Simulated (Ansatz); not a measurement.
**A geometry optimisation of C4H7FO2Si with B3LYP-D3(BJ)/def2-SVP**

The starting geometry of this gas-phase singlet was optimised with GFN2-xTB; its bonds are those of `C=CCC(=O)O[SiH2]F`.

```xyz
15

C    -0.5778   -0.0724   -1.9154
C    -0.2347    1.1284   -1.4914
C     0.3184    1.4086   -0.1294
C    -0.3632    2.5800    0.5359
F    -0.0360    3.1724    4.2419
O    -1.0091    3.4264   -0.0156
O    -0.1523    2.5925    1.8521
Si   -0.7184    3.7241    2.9047
H    -0.4747   -0.9475   -1.2941
H    -0.9692   -0.2343   -2.9044
H    -0.3507    1.9986   -2.1217
H     0.2482    0.5379    0.5246
H     1.3783    1.6779   -0.2083
H    -0.1521    5.0278    2.6310
H    -2.1530    3.6094    3.0580
```

Q: Predict what becomes of its bonds when it is optimised with B3LYP-D3(BJ)/def2-SVP.

A: It keeps its bonds, and is `C=CCC(=O)O[SiH2]F`.

The energy falls by 0.16 eV over 16 steps:

```tsv
step	E − E(last) (eV)
1	0.165
3	0.025
4	0.009
6	0.001
8	0.001
9	0.000
11	0.000
13	0.000
14	0.000
16	0.000
```

Final geometry (Å):

```xyz
15

C    -0.5812   -0.0301   -2.0073
C    -0.2348    1.1505   -1.4920
C     0.3096    1.3433   -0.1077
C    -0.3604    2.4632    0.6541
F    -0.0408    3.4898    4.3587
O    -1.1236    3.2785    0.1884
O    -0.0038    2.5011    1.9517
Si   -0.6822    3.7531    2.8961
H    -0.4986   -0.9566   -1.4291
H    -0.9612   -0.1157   -3.0286
H    -0.3429    2.0618   -2.0895
H     0.2510    0.4243    0.4965
H     1.3849    1.6069   -0.1387
H    -0.2164    5.0702    2.4185
H    -2.1458    3.5894    2.9968
```

The end wasn't checked by frequencies. Run with Ansatz 0.2.0, 45 s on 4 threads of Arm Neoverse V1, on a shared host.
